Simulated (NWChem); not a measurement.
Species: GaHOCl2; SMILES [OH][Ga]([Cl])[Cl]

```xyz
5

Ga    -0.2805    -0.0332     0.0000
Cl     0.7210     1.8493     0.0000
Cl     0.8294    -1.8392     0.0000
O     -2.0431    -0.1240     0.0000
H     -2.4744     0.7381     0.0000
```
Atoms are numbered in this order, from 1.

The geometry was optimised at PBE0/def2-SVP.

**Question.** Give the principal values of the shielding tensors (ppm) of Ga1, Cl2, Cl3, O4 from PBE/pcSseg-1, GIAO (NWChem), with their diamagnetic and paramagnetic parts as GIAO splits them.

**Answer.** 
```
atom     σ11     σ22     σ33  isotropic  diamagnetic  paramagnetic
----  ------  ------  ------  ---------  -----------  ------------
Ga1   1082.9  1446.7  1513.1     1347.6       2642.0       -1294.4
Cl2    686.3   804.4  1036.2      842.3       1148.3        -306.0
Cl3    733.7   842.6  1048.1      874.8       1148.2        -273.4
O4     115.3   250.6   300.0      222.0        390.4        -168.5
```
